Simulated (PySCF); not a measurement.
C3H6FNSi, SMILES N1=C[SiH2][C@H](F)C1.

Geometry optimised at TPSSh-D3(BJ)/def2-SVP. The structure was generated by enumeration; whether it is a known compound was not checked. One conformer was computed; it need not be the lowest.

Two levels are set side by side: TDA-PBE/def2-SVPD (PySCF) and TDA-LC-ωPBE/def2-SVPD (PySCF). Vertical, same geometry. The lowest singlet is HOMO→LUMO 99 % with PBE and HOMO→LUMO 93 % with the other functional; states are paired by order. Differences are taken from unrounded values.

```csv
quantity,TDA-LC-ωPBE
lowest singlet excitation (eV),4.48
lowest triplet excitation (TDA) (eV),3.50
first bright state (f over 0.05) (eV),7.80
its oscillator strength,0.06
```

**Question.** What does TDA-PBE give, and how far is it from TDA-LC-ωPBE? (Estimate from the structure and the level; the computed values follow.)

**Answer.** 
| quantity | TDA-PBE | TDA-PBE minus TDA-LC-ωPBE |
|---|---|---|
| lowest singlet excitation (eV) | 4.09 | -0.39 |
| lowest triplet excitation (TDA) (eV) | 3.25 | -0.25 |
| first bright state (f over 0.05) (eV) | 6.70 | -1.10 |
| its oscillator strength | 0.05 | 0.00 |

A lower first singlet is the usual sign of a functional without exact exchange. Differences between two approximate levels are no errors against the true value.

Rough cost on one machine, each run with all the roots and properties that it gave: TDA-LC-ωPBE against TDA-PBE about 3 times.
